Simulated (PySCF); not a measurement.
C₄H₄BNO, SMILES N#CC1=CCB1O.

Geometry: PBE0-D3(BJ)/def2-SVP. This is a generated structure with no PubChem entry under its InChIKey; it may be hypothetical. One conformer was computed; it need not be the lowest.

All values below come from PySCF with CAM-B3LYP/def2-TZVP.

Symmetry labels are those of the subgroup Cs that the program uses (full group Cs).

Computed valence orbital energies around the gap with their symmetry:
| orbital | symmetry | energy (eV) |
|---|---|---|
| HOMO−7 | A' | -13.49 |
| HOMO−6 | A" | -12.55 |
| HOMO−5 | A' | -12.25 |
| HOMO−4 | A" | -11.97 |
| HOMO−3 | A' | -11.68 |
| HOMO−2 | A' | -10.84 |
| HOMO−1 | A' | -10.22 |
| HOMO | A" | -9.31 |
| LUMO | A" | -0.69 |
| LUMO+1 | A' | 1.03 |
| LUMO+2 | A" | 1.25 |
| LUMO+3 | A' | 1.76 |
